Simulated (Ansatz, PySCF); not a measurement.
Dimer: C2H4 (SMILES C=C) (first 6 atoms) with CH2O2 (SMILES O=CO); geometry from B3LYP-D3(BJ)/def2-TZVP, rigid monomers moved along the line of their centres of mass till C1···H11 is 2.68 Å.
(charge 0, multiplicity 1):
```xyz
11

C     -0.58151    -0.24368    -0.01599
C      0.61768     0.32000     0.07119
H     -0.80659    -1.16663     0.50484
H     -1.37330     0.19040    -0.61471
H      0.85552     1.23808    -0.45262
H      1.40551    -0.12684     0.66567
O      0.34045    -1.20349     3.62593
C     -0.15397    -0.22822     4.12060
O     -0.60732     0.83902     3.45435
H     -0.29976    -0.08453     5.19963
H     -0.46822     0.69076     2.49596
```

Interaction energies are E(AB) − E(A) − E(B) at the monomers' geometry in the complex; basis-set methods are counterpoise corrected.

Frozen-core correlation.

Codes used: Ansatz (a first-principles code); PySCF for the dispersion terms. Values without a source in brackets are computed.

PBE/def2-TZVPPD gives -138.0 meV for the interaction energy.

Task: How do the other levels lie against it? Give each less PBE: PBE-D3(BJ)/def2-TZVPPD, r2SCAN/def2-TZVPPD, B3LYP/def2-TZVPPD, wB97M-V/def2-TZVPPD, MP2/aug-cc-pVDZ, CCSD(T)/aug-cc-pVDZ.

Result: PBE-D3(BJ)/def2-TZVPPD -45.6; r2SCAN/def2-TZVPPD -22.7; B3LYP/def2-TZVPPD 30.3; wB97M-V/def2-TZVPPD -31.6; MP2/aug-cc-pVDZ -12.8; CCSD(T)/aug-cc-pVDZ -5.4 meV. 1 of 6 lie above PBE; the widest gap is to PBE-D3(BJ)/def2-TZVPPD.
